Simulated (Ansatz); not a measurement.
The same redistribution along the group Mg, Zn, Cd.

Computed with Ansatz on PBE0-D4/def2-TZVP structures; ΔE is electronic, products minus reactants. CCSD(T)/CBS is the MP2 limit (def2-TZVPP, def2-QZVPP) plus CCSD(T) − MP2 in def2-TZVPP, frozen cores. DFT in def2-TZVPP. B3LYP here is the variant with VWN-RPA as its local correlation; programs differ in this. Elements past krypton have def2 core potentials. For Cd, Ga, Mg, Zn outer-core shells are correlated without core-valence functions, which leaves a few kJ/mol of doubt a bond. Scalar relativity is left out up to krypton. One conformer a species, not always the lowest.

```
                                                                               reaction  B3LYP-D4 (kJ/mol)
`[SiH3][O][Mg][Cl]` + `[OH][Ga]([SH])[Cl]` → `[Cl][Mg][Cl]` + `[OH][Ga]([SH])[O][SiH3]`                  3
`[SiH3][O][Zn][Cl]` + `[OH][Ga]([SH])[Cl]` → `[Cl][Zn][Cl]` + `[OH][Ga]([SH])[O][SiH3]`                -25
`[SiH3][O][Cd][Cl]` + `[OH][Ga]([SH])[Cl]` → `[Cl][Cd][Cl]` + `[OH][Ga]([SH])[O][SiH3]`                -46
```

(1) Give the CCSD(T)/CBS values in the same order. (An estimate is asked.)

Largest T1 diagnostic: 0.015, for `[SiH3][O][Zn][Cl]`.

Answers

(1) The calculation gave: 5, -28, -50 kJ/mol.
